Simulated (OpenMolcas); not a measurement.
## Fe3+: moving the ligands

Fe3+ with 5 ligands (fluoride) in square pyramidal coordination (C4v) at 1.89 Å, the axial distance 2.060 Å. A charge of +0.4 e stands 2.8 Å behind each ligand. Ligand basis ANO-RCC-VDZP.
```
Fe    0.0000    0.0000    0.0000
F     1.8900    0.0000    0.0000
F     0.0000    1.8900    0.0000
F    -1.8900    0.0000    0.0000
F     0.0000   -1.8900    0.0000
F     0.0000    0.0000    2.0601
```

```yaml
Program: OpenMolcas
Method: "SS-CASPT2, IPEA 0.25 Eh, imaginary shift 0.1 Eh (closed shells correlated: 3s 3p and the ligand valence shells)"
Basis: ANO-RCC-VDZP [5s4p2d1f]
Scalar_Hamiltonian: DKH2, point nucleus
Active_space: 5 electrons in 5 orbitals (3d)
State_averaging: 2S+1 = 6 even, 1 root; 2S+1 = 4 even, 24 roots; 2S+1 = 2 even, 75 roots
Spin-orbit_coupling: state interaction with AMFI integrals over the reference wave functions
```

Runs around this geometry, states. Energies in cm-1 above the lowest state or level, χT in cm3 K/mol.

```json
{"R (Å)": "1.82", "Axial / equatorial distance": "1.09", "Ground state": "2S+1 = 6", "First gap with spin-orbit (degeneracies)": "2 (2, 2)", "χT at 300 K": "4.382", "First state of another spin": "2S+1 = 4: 12710"}
{"R (Å)": "1.89", "Axial / equatorial distance": "1.09", "Ground state": "2S+1 = 6", "First gap with spin-orbit (degeneracies)": "1 (2, 2)", "χT at 300 K": "4.384", "First state of another spin": "2S+1 = 4: 15640"}
{"R (Å)": "1.95", "Axial / equatorial distance": "1.09", "Ground state": "2S+1 = 6", "First gap with spin-orbit (degeneracies)": "0 (2, 2)", "χT at 300 K": "4.384", "First state of another spin": "2S+1 = 4: 17620"}
{"R (Å)": "1.89", "Axial / equatorial distance": "1.199", "Ground state": "2S+1 = 6", "First gap with spin-orbit (degeneracies)": "1 (2, 2)", "χT at 300 K": "4.383", "First state of another spin": "2S+1 = 4: 15450"}
```

Over all roots computed the reference weight is 0.72 to 0.75 in R = 1.82 in ratio = 1.09, 0.71 to 0.74 in R = 1.89 in ratio = 1.09, 0.70 to 0.74 in R = 1.95 in ratio = 1.09, 0.71 to 0.74 in R = 1.89 in ratio = 1.199; a low but even weight reflects the number of correlated electrons. Ligand-to-metal charge-transfer states are missing. With no ligand orbital active B as a rule stays too high, so bands that hang on it stand too high and its fall with covalency is understated. This shell can be high or low spin here, a state of another spin lies low, and with metal d orbitals alone active their balance is uncertain, so the ground spin may be wrong (holds for R = 1.82, ratio = 1.09). No measured value stands beside these numbers; the geometry is a model, was not optimised and need not be the one that this ion takes.

A state without a sure symmetry label is named by its multiplicity alone.
